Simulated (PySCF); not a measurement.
# Interval between two levels of Ni by level of theory

Ni [Ar] 3d8 4s2 [3F4, M_J = 4] → Ni [Ar] 3d7 4s2 4p1 [5G6, M_J = 6], as a difference of total energies. Calculation: PySCF 2.14, in x2c-TZVPall-2c (6s7p4d1f, 54 functions); the two-component X2C-1e Hamiltonian. Correlated levels: [Ne] frozen; the 6 highest virtual spinors dropped. "Screened" scales the spin-orbit matrix elements by Boettger's factors to mimic the two-electron term; Breit and QED terms are absent.

```csv
method,interval between two levels (cm⁻¹)
GHF (spin-free),51163
GMP2 (spin-free),66721
GHF (screened spin-orbit),51269
GMP2 (screened spin-orbit),66838
```

The labels give the starting determinants; with spin-orbit coupling the two ends relaxed to ⟨J²⟩ = 20.01, ⟨L²⟩ = 12.01, ⟨S²⟩ = 2.00 and ⟨J²⟩ = 42.01, ⟨L²⟩ = 20.04, ⟨S²⟩ = 5.99.
